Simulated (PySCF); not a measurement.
PySCF 2.14 output of a UHF calculation on a single atom or ion in def2-QZVPPD, with no relativity, point nucleus:

```
SCF conv_tol = 1e-09
number electrons alpha = 14  beta = 10
cycle= 1 E= -1149.53067851741  delta_E= -0.00392  |g|= 0.0231  |ddm|= 0.0295
cycle= 2 E= -1149.53080824423  delta_E= -0.00013  |g|= 0.00565  |ddm|= 0.00812
cycle= 3 E= -1149.53083320122  delta_E= -2.5e-05  |g|= 0.00242  |ddm|= 0.00588
cycle= 4 E= -1149.53083924678  delta_E= -6.05e-06  |g|= 0.00149  |ddm|= 0.00243
cycle= 5 E= -1149.53084598891  delta_E= -6.74e-06  |g|= 0.000446  |ddm|= 0.00495
cycle= 6 E= -1149.53084669969  delta_E= -7.11e-07  |g|= 0.00018  |ddm|= 0.00182
cycle= 7 E= -1149.5308468088  delta_E= -1.09e-07  |g|= 6.4e-05  |ddm|= 0.000654
cycle= 8 E= -1149.53084682295  delta_E= -1.42e-08  |g|= 9.49e-06  |ddm|= 0.000322
cycle= 9 E= -1149.53084682307  delta_E= -1.21e-10  |g|= 2.16e-06  |ddm|= 2.16e-05
converged SCF energy = -1149.53084682307  <S^2> = 6.0110726  2S+1 = 5.0044271
```

The run itself started from symmetry-adapted Hartree-Fock orbitals and held the occupation by maximum overlap, so the iterations belong to that start.

Question: Which element, charge and spin multiplicity is this?

Answer: Mn⁺ (manganese, charge +1), multiplicity 5; the state was [Ar] 3d6, high-spin 5D determinant (an excited configuration).
